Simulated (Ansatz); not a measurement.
Consider the substitution at a C–C bond: `CC[Si]N` + `[NH2][Cd][OH]` → `C[O][Cd][NH2]` + `C[Si]N`.

Program: Ansatz. Geometries: PBE0-D4/def2-TZVP. ΔE: electronic, gas phase. CCSD(T)/CBS is the MP2 limit (def2-TZVPP, def2-QZVPP) plus CCSD(T) − MP2 in def2-TZVPP, frozen cores. Functionals use def2-TZVPP. def2 core potentials past Kr. For Cd outer-core shells are correlated without core-valence functions, which leaves a few kJ/mol of doubt a bond. One conformer a species, not always the lowest.

`CC[Si]N`:

Z-matrix (Å, degrees):
```
C
C 1 1.521
H 1 1.094 2 111.6
H 1 1.093 2 112.1 3 119.8
H 1 1.094 2 111.6 3 -120.3
Si 2 1.913 1 120.9 3 60.2
H 2 1.100 1 110.6 3 -62.8
H 2 1.100 1 110.6 3 -176.8
N 6 1.708 2 100.1 1 0.0
H 9 1.008 6 121.5 2 -180.0
H 9 1.010 6 126.4 2 -0.0
```

`[NH2][Cd][OH]`:

```xyz
6

N    -1.162    1.105   -0.211
Cd    0.222   -0.247    0.296
O     1.498   -1.534    1.055
H    -1.851    0.720   -0.847
H    -0.755    1.905   -0.681
H     2.049   -1.949    0.388
```

`C[O][Cd][NH2]`:

```xyz
9

C    -1.887    0.839    0.064
O    -0.879    0.380    0.918
Cd    0.814   -0.365    0.252
N     2.528   -1.118   -0.455
H    -1.569    1.676   -0.575
H    -2.723    1.201    0.675
H    -2.288    0.055   -0.597
H     2.671   -2.075   -0.152
H     3.332   -0.593   -0.128
```

`C[Si]N`:

Cartesian coordinates in Å:
```
C -0.474 -0.211 -1.082
Si -0.285 1.189 0.195
N 0.610 0.341 1.379
H 0.245 -1.029 -0.981
H -0.418 0.184 -2.100
H -1.483 -0.631 -0.975
H 0.883 0.773 2.247
H 0.922 -0.617 1.316
```

Is it downhill or uphill in electronic energy at CCSD(T)/CBS, and by how much? (Estimate.)

Ansatz gave: Uphill: ΔE = +58.2 kJ/mol.

What do these levels give: BLYP, r2SCANh, LC-ωPBE, CCSD(T)/def2-SVP, MP2/def2-TZVPP, SCS-MP2/def2-TZVPP? (Estimate.)

The calculation gave: BLYP 40.8, r2SCANh 50.9, LC-ωPBE 51.9, CCSD(T)/def2-SVP 41.9, MP2/def2-TZVPP 59.7, SCS-MP2/def2-TZVPP 53.8 kJ/mol.

Largest T1 diagnostic among the species: 0.016.

The D4 term adds +4.1 kJ/mol with B3LYP and +2.3 kJ/mol with PBE0; it sums over pairs of atoms, weighted by their polarisabilities, and B3LYP, whose exchange is more repulsive, gets the larger term. In def2-TZVPP, CCSD(T) changes the Hartree–Fock value by +15.5 kJ/mol (the triples alone add +1.3 kJ/mol) and MP2 by +22.3 kJ/mol.

B3LYP here is the variant with VWN-RPA as its local correlation; programs differ in this.
